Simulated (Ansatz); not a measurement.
aluminum atom (Al), doublet.

Here is a job for Ansatz (an electronic-structure program).
Ansatz 0.2 input:
```yaml
crystal:
  periodic: [false, false, false]
  atoms:
    - {symbol: Al, position_ang: [0.00000000, 0.00000000, 0.00000000]}
basis:
  gaussian:
    orbitals: STO-3G
magnetization: {spin_polarized: true, initial_magnetization: 1}
correlation: {method: mp2, electrons: outside_noble_gas}
```

### Question
What does this run give for the number of basis functions, SCF-reference <S^2>, MP2 correlation energy, total energy?

### Answer

The number of basis functions is 9. The SCF-reference <S^2> is 0.750 and the MP2 correlation energy is -0.0142 Eh. The total energy comes out as -477.745070 Ry.
